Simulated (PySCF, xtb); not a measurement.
Si(H)(NH2)3 (H7N3Si), SMILES [SiH](N)(N)N. Other conformers were not sampled.

Harmonic wavenumbers (cm⁻¹) from GFN2-xTB run with xtb at its own minimum, in rising order: 151, 173, 210, 226, 248, 280, 545, 561, 590, 654, 696, 774, 811, 814, 845, 912, 950, 1530, 1535, 1540, 2225, 3471, 3479, 3483, 3508, 3513, 3523.

What does PBE-D3(BJ)/def2-SVP (PySCF) give at its own minimum? (Estimate from the structure and the level; the computed values follow.)

210, 235, 265, 290, 351, 352, 423, 429, 435, 695, 709, 755, 805, 828, 877, 927, 932, 1478, 1487, 1487, 2128, 3483, 3484, 3500, 3584, 3584, 3602. Paired by order, the mean absolute difference is 55 cm⁻¹ and the zero-point energies are 53.2 and 53.4 kcal/mol.
